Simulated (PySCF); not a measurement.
Vertical excitations of a molecule C4H8Si from TDA-PBE/def2-SVPD (PySCF), as energy in eV (oscillator strength): 5.39 (0.001), 5.55 (0.000), 6.06 (0.021), 6.15 (0.003), 6.40 (0.005), 6.69 (0.004), 6.73 (0.078), 6.89 (0.305), 6.97 (0.001), 7.07 (0.000). Lowest triplet (TDA): 4.42 eV. Geometry: B3LYP-D3(BJ)/def2-SVP. Other conformers were not sampled.

Question: Identify the compound among the candidates.
(A) C=C=C(C)[SiH3]
(B) C[C@@H]1C=C[SiH2]1
(C) C1=C[SiH2]CC1
(D) C#CCC[SiH3]

Answer: A, C=C=C(C)[SiH3]
